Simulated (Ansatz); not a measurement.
Ideal-gas functions of CH$_{2}$BFOS (`OC1(F)BS1`) at 298.15 K and 1 bar, from an Ansatz frequency run at PBE0-D4/def2-TZVP.

Molar mass 91.9 g/mol, point group C1 (symmetry number 1), electronic degeneracy 1, moments of inertia 72.614, 144.72, 160.79 u Å². Harmonic wavenumbers (cm⁻¹, unscaled): 273, 290, 353, 405, 502, 607, 729, 738, 886, 940, 1134, 1235, 1467, 2752, 3785.

Use S(trans) = R[1.5 ln M + 2.5 ln T − 1.1517]; rotational temperatures θ = 24.2544 K / I; S(rot) = R[ln(√π/σ · √(T³/θAθBθC)) + 1.5]; for each mode x = 1.438777 ν̃/T, S = R[x/(eˣ − 1) − ln(1 − e⁻ˣ)] and H = RT x/(eˣ − 1); 1 cm⁻¹ = 0.0119627 kJ/mol; R = 8.31446 J/(mol·K).

Question: By hand: the entropy, in J/(mol·K).

Answer: Translation 165.2. Rotation: θ = 0.334, 0.1676, 0.1508 K, giving 108.1. Vibration, mode by mode: 6.60, 6.17, 4.82, 3.95, 2.73, 1.83, 1.14, 1.11, 0.62, 0.50, 0.23, 0.15, 0.06, 0.00, 0.00, in all 29.9. Electronic 0.0. Sum 303.2 J/(mol·K).

Question: By hand: H − E and G − E in kJ/mol, counted from the electronic energy.

Answer: Zero-point energy ½ × 16096 × 0.0119627 = 96.3; thermal vibration 6.0; translation, rotation and pV give 4 RT = 9.9. H − E = 112.2 kJ/mol, and G − E = 112.2 − 298.15 × 303.2/1000 = 21.8 kJ/mol.

Vibration gives 10 % of the entropy. The sum counts one conformer and one mirror image; others add a mixing term.
